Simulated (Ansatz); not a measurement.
Total energies of the cluster Si₄Se₄⁺ (the lowest doublet isomer of a short search) from Ansatz at PBE0-D4/def2-TZVP, gas phase (1 Eh = 27.2114 eV = 2625.5 kJ/mol). The reference geometry is relaxed at PBE-D4/def2-SVP.

```xyz
8

Si    1.197    0.466    1.484
Si   -0.236   -1.908    0.563
Si    0.968    0.878   -0.975
Si   -1.877    0.703   -0.866
Se   -0.247   -0.952   -1.818
Se    1.865   -1.772    1.486
Se   -1.169    0.064    1.631
Se   -0.501    2.522   -1.504
```

| state | geometry | energy (Eh) |
| --- | --- | --- |
| charge 1 doublet | reference | -10762.55494 |
| charge 0 singlet | reference | -10762.81550 |
| charge 1 quartet | relaxed at PBE-D4/def2-SVP | -10762.52115 |

Problem. Work out the vertical electron affinity, to the singlet.

Solution. E(charge 1 doublet) − E(charge 0 singlet) = -10762.55494 − (-10762.81550) = 0.26056 Eh = 7.09 eV.

Problem. Which of the charge 1 states is lowest, and how far above it are the others?

Solution. The doublet. quartet: -10762.52115 − (-10762.55494) = 0.03379 Eh = 88.7 kJ/mol.

The structure comes from a short search, and lower isomers may exist.
